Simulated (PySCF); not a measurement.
# Li: excitation energy

Li [He] 2s1 (2S) → Li [He] 3d1 (2D), as a difference of total energies. Computed with PySCF 2.14 in dyall-av3z (15s9p3d, 57 functions), with the non-relativistic Hamiltonian (point nucleus). The calculations carry no spin-orbit coupling.

**Question.** Order these methods by the excitation energy they give, lowest first.
A. PBE
B. UHF
C. LC-wPBE
D. r2SCAN

**Answer.** A (4.593 eV), D (4.658 eV), B (5.130 eV), C (5.175 eV).

The promoted electron is Rydberg-like, and one or two diffuse shells describe it only roughly, which tends to raise the upper state.

In the upper state the promoted electron has a positive orbital energy at LDA, PBE, PBE0, r2SCAN, M06, B3LYP, so the basis confines it.

For comparison: 3.879 eV (measured; NIST levels, between the centres of gravity of the two terms).
